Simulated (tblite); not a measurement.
C4H3BFN (charge +1 and doublet state).
Numbering: `[N:1]#[C:2][B:3]([F:4])[C+:5]1[CH:6][CH2:7]1` (hydrogens: H8 on C6; H9, H10 on C7)
Bond orders are those of one Lewis drawing.

Computed with GFN2-xTB (tblite), gas phase: L-BFGS steps from a force-field or distance-geometry start until the largest atomic force falls under 0.01 eV/Å.

At the end of the run (lengths in Å): C5–C6 1.342, B3–F4 1.285, B3–C5 1.526, C6–H8 1.068, N1≡C2 1.138, C2–B3 1.558, C5–C7 1.505, C5–C7–C6 53.8°, F4–B3–C5 126.1°, C2–B3–C5 114.6°, B3–C5–C7 146.3°, C2–B3–C5–C6 80°, B3–C5–C6–C7 -178°, B3–C5–C7–C6 178°, H8–C6–C7–C5 -176°, H8–C6–C5–B3 -2°.

Problem. These geometries were met on the way; a selection of coordinates is given. Order them by energy above the end point, lowest first.
A. C5–C6 1.343, B3–F4 1.291, B3–C5 1.554, C6–H8 1.075, N1≡C2 1.140, C2–B3 1.565, C5–C7 1.496, C5–C7–C6 53.9°, F4–B3–C5 122.1°, C2–B3–C5 115.4°, B3–C5–C7 150.8°, C2–B3–C5–C6 151°, B3–C5–C6–C7 -174°, B3–C5–C7–C6 173°, H8–C6–C7–C5 -170°, H8–C6–C5–B3 -6°
B. C5–C6 1.338, B3–F4 1.282, B3–C5 1.546, C6–H8 1.070, N1≡C2 1.128, C2–B3 1.578, C5–C7 1.536, C5–C7–C6 53.2°, F4–B3–C5 121.3°, C2–B3–C5 120.1°, B3–C5–C7 146.9°, C2–B3–C5–C6 155°, B3–C5–C6–C7 -162°, B3–C5–C7–C6 164°, H8–C6–C7–C5 -131°, H8–C6–C5–B3 -40°
C. C5–C6 1.536, B3–F4 1.454, B3–C5 1.568, C6–H8 1.115, N1≡C2 1.173, C2–B3 1.517, C5–C7 1.520, C5–C7–C6 62.8°, F4–B3–C5 119.3°, C2–B3–C5 120.0°, B3–C5–C7 152.0°, C2–B3–C5–C6 180°, B3–C5–C6–C7 180°, B3–C5–C7–C6 180°, H8–C6–C7–C5 -99°, H8–C6–C5–B3 -74°
D. C5–C6 1.377, B3–F4 1.323, B3–C5 1.579, C6–H8 1.016, N1≡C2 1.181, C2–B3 1.563, C5–C7 1.536, C5–C7–C6 54.2°, F4–B3–C5 121.2°, C2–B3–C5 119.7°, B3–C5–C7 147.1°, C2–B3–C5–C6 163°, B3–C5–C6–C7 -167°, B3–C5–C7–C6 169°, H8–C6–C7–C5 -119°, H8–C6–C5–B3 -54°
E. C5–C6 1.328, B3–F4 1.274, B3–C5 1.528, C6–H8 1.077, N1≡C2 1.139, C2–B3 1.536, C5–C7 1.510, C5–C7–C6 52.9°, F4–B3–C5 120.5°, C2–B3–C5 120.6°, B3–C5–C7 146.0°, C2–B3–C5–C6 141°, B3–C5–C6–C7 -155°, B3–C5–C7–C6 156°, H8–C6–C7–C5 -158°, H8–C6–C5–B3 -8°

Solution. A (0.199 eV), E (0.334 eV), B (0.582 eV), D (1.044 eV), C (2.472 eV).

```csv
step,E above end (eV),"rms distance from the end, all atoms (Å)",largest force (eV/Å),rms shift of all bonds from the end (Å)
12,0.199,0.833,0.539,0.010
7,0.334,0.843,0.950,0.011
5,0.582,0.853,2.120,0.014
3,1.044,0.862,4.584,0.035
0,2.472,0.880,5.992,0.087
```

Rows stand in the order of the answer.
